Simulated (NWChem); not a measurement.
System: SiHBr2F; SMILES F[SiH](Br)Br

Input file for NWChem:

```
start job
memory heap 200 mb stack 900 mb global 1100 mb
geometry units angstroms noautosym nocenter noautoz
  Si     0.725499     0.439311     0.000000
  F      2.069001    -0.434536     0.000000
  Br    -0.430555    -0.045305     1.827175
  Br    -0.430555    -0.045305    -1.827175
  H      1.078572     1.868449     0.000000
end
basis spherical
  Si library def2-svp
  F library def2-svp
  Br library def2-svp
  H library def2-svp
end
dft
  xc m05-2x
  iterations 150
end
cosmo
  do_cosmo_smd true
  solvent propanol
end
task dft energy
```

Excerpt of the output:

```
             Northwest Computational Chemistry Package (NWChem) 7.3.0
             --------------------------------------------------------

                             Geometry "geometry" -> ""
                             -------------------------

 Output coordinates in angstroms (scale by  1.889725989 to convert to a.u.)

  No.       Tag          Charge          X              Y              Z
 ---- ---------------- ---------- -------------- -------------- --------------
    1 Si                  14.0000     0.72549900     0.43931100     0.00000000
    2 F                    9.0000     2.06900100    -0.43453600     0.00000000
    3 Br                  35.0000    -0.43055500    -0.04530500     1.82717500
    4 Br                  35.0000    -0.43055500    -0.04530500    -1.82717500
    5 H                    1.0000     1.07857200     1.86844900     0.00000000

 Effective nuclear repulsion energy (a.u.)     578.9601614226

                                 NWChem DFT Module
                                 -----------------

 Summary of "ao basis" -> "ao basis" (spherical)
 ------------------------------------------------------------------------------
       Tag                 Description            Shells   Functions and Types
 ---------------- ------------------------------  ------  ---------------------
 Si                         def2-svp                 8       18   4s3p1d
 F                          def2-svp                 6       14   3s2p1d
 Br                         def2-svp                12       32   5s4p3d
 H                          def2-svp                 3        5   2s1p

 in cosmo_initialize ...
 calling solv_data for solv:propanol

 solvent parameters
 solvname_short: propanol
 solvname_long:  1-propanol
 dielec:       20.5240
 dielecinf:     1.9182
 nonaqueous SMD model solvent descriptors
 dielec:       20.5240
 sola:          0.3700
 solb:          0.4800
 solc:          0.0000
 solg:         33.5700
 solh:          0.0000
 soln:          1.3850

          ---------------
          -cosmo- solvent
          ---------------
 Cosmo: York-Karplus, doi: 10.1021/jp992097l
 dielectric constant -eps-     =  20.52
 screen = (eps-1)/(eps    )    =   0.95128
 surface charge correction     = lagrangian

   van der Waals surface
 --------------------------

[...]

                                COSMO-SMD solvation results
                                ---------------------------

             internal energy in gas <Psi(g)|H|Psi(g)> =     -5537.507150604930
         internal energy in solvent <Psi(s)|H|Psi(s)> =     -5537.506782700106
                               delta internal energy  =         0.000367904824 (    0.23 kcal/mol)
   total free energy in solvent <Psi(s)|H+V/2|Psi(s)> =     -5537.509342309298
 polarization energy contribution <Psi(s)|V/2|Psi(s)> =        -0.002559609191 (   -1.61 kcal/mol)
    total free energy in solvent including G(SMD-CDS) =     -5537.514392145174
                       G(SMD-CDS) energy contribution =        -0.005049835876 (   -3.17 kcal/mol)
     1 M fixed-concentration free energy of solvation =        -0.007241540244 (   -4.54 kcal/mol)

                       DFT Final Molecular Orbital Analysis
                       ------------------------------------

 Vector   45  Occ=2.000000D+00  E=-3.795955D-01
              MO Center= -3.8D-01, -2.6D-02, -1.8D-04, r^2= 4.7D+00
   Bfn.  Coefficient  Atom+Function         Bfn.  Coefficient  Atom+Function
  ----- ------------  ---------------      ----- ------------  ---------------
    48      0.401428  3 Br py                80     -0.401481  4 Br py
    45      0.350160  3 Br py                77     -0.350207  4 Br py
    42     -0.232995  3 Br py                74      0.233026  4 Br py
    47     -0.154530  3 Br px                79      0.154511  4 Br px
    44     -0.131369  3 Br px                76      0.131353  4 Br px

 Vector   46  Occ=2.000000D+00  E=-3.790833D-01
              MO Center= -1.8D-01,  1.8D-01,  1.9D-04, r^2= 4.7D+00
   Bfn.  Coefficient  Atom+Function         Bfn.  Coefficient  Atom+Function
  ----- ------------  ---------------      ----- ------------  ---------------
    48      0.380060  3 Br py                80      0.380002  4 Br py
    45      0.336307  3 Br py                77      0.336257  4 Br py
    42     -0.223050  3 Br py                74     -0.223017  4 Br py
    97     -0.198865  5 H  s                 98     -0.163096  5 H  s
    47      0.113638  3 Br px                79      0.113659  4 Br px

 Vector   47  Occ=2.000000D+00  E=-3.690618D-01
              MO Center= -3.7D-01, -2.8D-02,  4.7D-06, r^2= 4.8D+00
   Bfn.  Coefficient  Atom+Function         Bfn.  Coefficient  Atom+Function
  ----- ------------  ---------------      ----- ------------  ---------------
    49      0.317287  3 Br pz                81      0.317287  4 Br pz
    47      0.292762  3 Br px                79     -0.292761  4 Br px
    46      0.279254  3 Br pz                78      0.279253  4 Br pz
    44      0.260340  3 Br px                76     -0.260339  4 Br px
    43     -0.184693  3 Br pz                75     -0.184692  4 Br pz

 Vector   48  Occ=0.000000D+00  E= 1.941650D-02
              MO Center=  1.4D-02,  2.4D-01,  1.6D-07, r^2= 4.1D+00
   Bfn.  Coefficient  Atom+Function         Bfn.  Coefficient  Atom+Function
  ----- ------------  ---------------      ----- ------------  ---------------
     3      0.745140  1 Si s                  4      0.722030  1 Si s
    11     -0.573515  1 Si px                49      0.540506  3 Br pz
    81     -0.540506  4 Br pz                37     -0.341830  3 Br s
    69     -0.341830  4 Br s                  2      0.337253  1 Si s
    98     -0.332586  5 H  s                  8     -0.285551  1 Si px

[...]
```

Level: M05-2X/def2-SVP, SMD on the gas-phase geometry. All runs use the structure optimised with B3LYP/6-31G* (spherical d). Solvent: 1-propanol.
